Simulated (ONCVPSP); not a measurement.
Sn: one change to an ONCV potential, before and after

```
Element                 : tin (Sn)
Generator               : ONCVPSP 4.0.1
Type                    : optimised norm-conserving Vanderbilt (ONCV)
Functional              : PBEsol
Relativity              : scalar-relativistic
Frozen core             : [Ar] 3d10
Valence charge          : 22
Reference configuration : 4s2 4p6 4d10 5s2 5p2
Partial waves           : 4s+5s: rc 1.45 bohr, ncon 4, nbas 9, qcut 7.7 1/bohr, 2 projectors; 4p+5p: rc 1.35 bohr, ncon 4, nbas 7, qcut 8.6 1/bohr, 2 projectors; 4d: rc 1.65 bohr, ncon 4, nbas 8, qcut 9.6 1/bohr, 2 projectors, debl 1.3 Ha
Local potential         : polynomial inside 1.00 bohr (lpopt 5, dvloc0 3 Ha)
Core correction         : none
```

Change: all radii scaled by about 0.80 (s 1.16, p 1.08, d 1.32 bohr); local potential polynomial inside 0.80 bohr (lpopt 5, dvloc0 3 Ha).

Cutoffs: the cutoffs (Ha) at which the residual kinetic energy of the hardest occupied pseudo-wave falls to 1 and 0.1 mHa per electron; they do not see the model core or the augmentation charge, which bear on the density cutoff. Errors are all-electron minus pseudo energies relative to the spin-unpolarised reference configuration.

Question: Predict the effect on cutoff, ghosts and configuration errors.

Answer: The potential gets harder (34 Ha and 39 Ha → 68 Ha and 169 Ha); of the 3 tests that both files solve, the error grows in 0 and shrinks in 1 by more than 15 % and 0.3 meV (median size 4.2 → 3.9 meV); neither file shows a bound ghost. A smaller radius makes the pseudo-wave follow the all-electron one further in, where it bends more sharply, so more plane waves are needed.

```csv
quantity,base,changed
"cutoff, loose",34 Ha,68 Ha
"cutoff, tight",39 Ha,169 Ha
loose cutoff by channel,"s 22 Ha, p 23 Ha, d 34 Ha","s 44 Ha, p 68 Ha, d 39 Ha"
bound ghosts,none,none
GHOST(+) flags under 300 eV,none,s at 175.6 eV
tests with a reliable result,3 of 4,3 of 4
"error for 4s2 4p6 4d10 5s2 5p1, meV [ΔE 6.90 eV]",-1.3,-1.2
"error for 4s2 4p6 4d10 5s2 5p0, meV [ΔE 20.87 eV]",-4.2,-3.9
"error for 4s2 4p6 4d10 5s1 5p0, meV [ΔE 51.89 eV]",-13,-10
```
